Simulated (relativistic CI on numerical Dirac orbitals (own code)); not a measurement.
Computed by Dirac-Coulomb-Breit CI, KLI orbitals optimised for each configuration, a model potential for QED, unscaled Slater integrals (own radial code, finite nucleus).

Configuration list (outside the closed core 1s2): 2s²2p⁶, 2s²2p⁵3s, 2s²2p⁵3p, 2s²2p⁵3d, 2s2p⁶3s, 2s2p⁶3p, 2s2p⁶3d, 2s²2p⁵4s, 2s²2p⁵4p, 2s²2p⁵4d, 2s²2p⁵4f, 2s2p⁶4s, 2s²2p⁴3s², 2s2p⁶4p, 2s2p⁶4d, 2s2p⁶4f, 2s²2p⁴3s3p, 2s²2p⁵5s, 2s²2p⁵5p, 2s²2p⁵5d, 2s²2p⁵5f, 2s²2p⁵5g, 2s²2p⁴3s3d, 2s²2p⁴3p², 2s²2p⁴3p3d, 2s2p⁵3s², 2s²2p⁴3d², 2s2p⁵3s3p, 2s2p⁵3s3d, 2s2p⁵3p², 2s2p⁶5s, 2s2p⁶5p, 2s2p⁶5d, 2s2p⁶5f, 2s2p⁶5g, 2s2p⁵3p3d. Levels of other configurations are missing.

At this charge energies of transitions that change n are usually good to better than 1 %, and those within a shell (Δn = 0) to a few per cent.

Outline of the computed level scheme of La XLVIII. Lowest level of each configuration: 2s²2p⁶ ¹S0 at 0.00 eV; 2s²2p⁵3s ³P°2 at 4742.94 eV; 2s²2p⁵3p ³P1 at 4843.21 eV; 2s²2p⁵3d ³P°0 at 5070.60 eV; 2s2p⁶3s ³S1 at 5504.22 eV; 2s2p⁶3p ³P°0 at 5604.65 eV; 2s2p⁶3d ³D1 at 5837.02 eV; 2s²2p⁵4s ³P°2 at 6526.91 eV; 2s²2p⁵4p ³P1 at 6568.53 eV.

Some strong electric-dipole decays among the lowest 45 levels: 2s²2p⁵3d ¹P°1 → 2s²2p⁶ ¹S0 (8.8e+14 s⁻¹); 2s²2p⁵3d ³D°1 → 2s²2p⁶ ¹S0 (6.2e+14 s⁻¹); 2s2p⁶3p ¹P°1 → 2s²2p⁶ ¹S0 (1.5e+14 s⁻¹); 2s2p⁶3p ³P°1 → 2s²2p⁶ ¹S0 (4.8e+13 s⁻¹); 2s²2p⁵3s ¹P°1 → 2s²2p⁶ ¹S0 (4.6e+13 s⁻¹); 2s²2p⁵4p ³P1 → 2s²2p⁵3s ³P°2 (1.6e+13 s⁻¹); 2s²2p⁵4s ¹P°1 → 2s²2p⁶ ¹S0 (1.6e+13 s⁻¹); 2s²2p⁵4p ³D3 → 2s²2p⁵3s ³P°2 (1.4e+13 s⁻¹).

LS names give the leading component of a level, which can be under half, so a name can repeat, a term be missing and a line seem to break the LS rules.
